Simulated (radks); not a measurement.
The nuclear charge of the antimony ion Sb+ is varied continuously with 50 electrons held in [Kr] 4d10 5s2 5p2. Method: Dirac Kohn-Sham, PBE, spin-unpolarised, spherical densities, finite nucleus; open shells are shared between the two j in proportion to 2j + 1; Fermi nuclear charge, rms radius 4.6802 fm; computed with a radial shooting solver on a logarithmic mesh with Libxc functionals. By the Hellmann-Feynman theorem dE/dZ = E(electron-nucleus)/Z, the electronic potential at the nucleus (averaged over a nucleus of fixed radius).

| Z | E (hartree) | E(electron-nucleus)/Z (hartree) | HOMO | e(HOMO) (eV) | <r> HOMO (bohr) |
|---|---|---|---|---|---|
| 50.5 | -6329.87321 | -304.170 | 5p3/2 | -7.374 | 2.949 |
| 51 | -6483.00792 | -308.369 | 5p3/2 | -11.763 | 2.705 |
| 51.5 | -6638.24310 | -312.572 | 5p3/2 | -16.643 | 2.518 |
| 52 | -6795.58091 | -316.780 | 5p3/2 | -21.968 | 2.368 |

The central difference of E at Z = 51 is -308.370 hartree, to compare with the third column; the second derivative is -8.4 hartree.
